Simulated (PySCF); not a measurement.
CH4N2OSi.
SMILES: `N#C[Si@H](N)O`

Torsions of this conformer, `[N:1]#[C:2][Si@H:3]([NH2:4])[OH:5]`: H–N4–Si3–C2 -29°, H–N4–Si3–C2 166°, H–O5–Si3–C2 56°.

The closed-shell ground state was solved at several levels (PySCF, density fitting, gas phase, non-relativistic). Isolated species at its PBE0-D3(BJ)/def2-SVP geometry (one conformer only).

```csv
level,basis functions,total energy (Eh),HOMO (eV),LUMO (eV),gap (eV),dipole (D)
B97-D/pcSseg-2,243,-514.7645,-6.89,-1.56,5.33,4.02
OPBE/pcSseg-2,243,-514.7553,-6.85,-1.52,5.33,4.01
KT3/pcSseg-2,243,-520.4508,-6.97,-1.67,5.30,3.95
BP86/pcSseg-2,243,-514.9550,-7.02,-1.73,5.29,4.03
KT2/pcSseg-2,243,-520.9760,-6.99,-1.72,5.27,3.96
```

Problem. What might PBE0/def2-SVPD (139 basis functions) give for the same quantities?

Solution. Total energy -514.1823 Eh, HOMO -8.38 eV, LUMO -0.75 eV, gap 7.63 eV, dipole 4.01 D.

Problem. Over all these levels, which gives the widest orbital gap and which the narrowest?

Solution. PBE0/def2-SVPD (global hybrid, 25 % exact exchange) has the widest, 7.63 eV, and KT2/pcSseg-2 (GGA) the narrowest, 5.27 eV. Functional and basis both differ between the two, so the spread mixes both effects.

Problem. How far do the dipole and the HOMO energy spread over the levels?

Solution. The dipole runs from 3.95 to 4.03 D (mean 4.00 D) and the HOMO from -8.38 to -6.85 eV.

The pairwise dispersion term of B97-D wasn't added to the energies; at a given geometry it leaves orbitals and properties as they are.
